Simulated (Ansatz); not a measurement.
HKO (SMILES [OH][K]) moved off its minimum; all values from Ansatz (a quantum-chemistry and plane-wave program), cores frozen in correlated methods.
(charge 0, multiplicity 1)
```xyz
3

K     -0.3190     0.0027    -0.8518
O     -0.0403    -0.0425     1.4531
H     -0.0104     0.0367     2.4231
```

| level | largest force (eV/Å) | on atom | rms difference from CCSD(T)/def2-TZVPPD (eV/Å) | dipole (D) |
|---|---|---|---|---|
| HF/def2-TZVPP | 2.12 | H3 | 0.518 | 8.03 |
| PBE/def2-TZVPP | 0.74 | K1 | 0.387 | 7.41 |
| r2SCAN/def2-TZVPP | 0.92 | H3 | 0.259 | 7.65 |
| B3LYP/def2-TZVPP | 0.91 | H3 | 0.239 | 7.59 |
| wB97M-V/def2-TZVPP | 1.02 | H3 | 0.225 | 7.69 |
| MP2/def2-TZVPPD | 0.86 | H3 | 0.013 | 8.24 |
| CCSD(T)/def2-TZVPPD | 0.89 | H3 | 0.000 | 8.27 |

The differences count from one level among others, with limits of its own. Forces at CCSD(T)/def2-TZVPPD (eV/Å):

| atom | Fx | Fy | Fz |
|---|---|---|---|
| K1 | 0.036 | -0.017 | 0.196 |
| O2 | -0.037 | 0.122 | 0.691 |
| H3 | 0.002 | -0.105 | -0.887 |
